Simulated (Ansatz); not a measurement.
System: sum formula SnOH, charge 1, multiplicity 1. It need not be the lowest isomer of its formula. SMILES: [OH+]=[Sn]
Structure (B3LYP-D3(BJ)/def2-TZVP (Ansatz, a first-principles code) minimum search):
```
O
H 1 0.9642
Sn 1 1.8755 2 180.00
```
Charge +1, spin multiplicity 1.

Property: vertical ionisation energy (to the doublet state of charge +2; each state is the SCF solution reached for its spin), in eV. Cores are frozen in the correlated levels unless marked. UHF or UKS for open shells. No spin-orbit coupling. The frozen core is the preceding noble-gas configuration, with the filled d and f shells of earlier blocks. In def2 rows, elements after Kr have scalar-relativistic effective core potentials. Basis-set limits of correlation are two-point, X^-3; Hartree-Fock from the larger set.

| level | program | vertical ionisation energy (eV) |
|---|---|---|
| SVWN5/def2-TZVPD | Ansatz | 18.53 |
| r2SCAN/def2-TZVPD | Ansatz | 17.86 |
| B3LYP/def2-TZVPD | Ansatz | 17.92 |
| PBE0/def2-TZVPD | Ansatz | 17.75 |

Question: Predict the CCSD(T)/CBS(def2-TZVPPD,def2-QZVPPD) result (Ansatz).

Answer: 17.91 eV, so PBE0/def2-TZVPD differs from it by -0.16 eV.
